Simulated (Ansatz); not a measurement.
Mulliken charges of `FC1=CS[SiH2]1` from ωB97M-V/def2-TZVPP in Ansatz (PBE0-D4/def2-TZVP geometry).

```
atom   x (Å)   y (Å)   z (Å)  charge (e)
  F1  -0.143   0.331   2.154      -0.190
  C2   0.068   0.068   0.866      -0.023
  C3   1.138  -0.546   0.355       0.019
  S4   0.945  -0.660  -1.423      -0.169
 Si5  -0.840   0.347  -0.729       0.271
  H6   2.016  -0.941   0.856       0.113
  H7  -0.990   1.746  -1.196      -0.010
  H8  -2.102  -0.402  -0.940      -0.010
```

**Question.** By hand: the dipole of these point charges (1 e Å = 4.8032 D).

**Answer.** Σ q r = (-0.081, 0.011, -0.261) e Å, of length 0.274 e Å = 1.32 D.

**Question.** How does the dipole of the full density compare? (An estimate is asked.)

**Answer.** Computed: (-0.105, 0.047, -0.060) e Å, 0.62 D; the point charges give 2.13 times that, at 46° from its direction.

Point charges leave out the atoms' own dipoles, such as those of lone pairs, and Mulliken's split depends on the basis, so the two needn't agree.
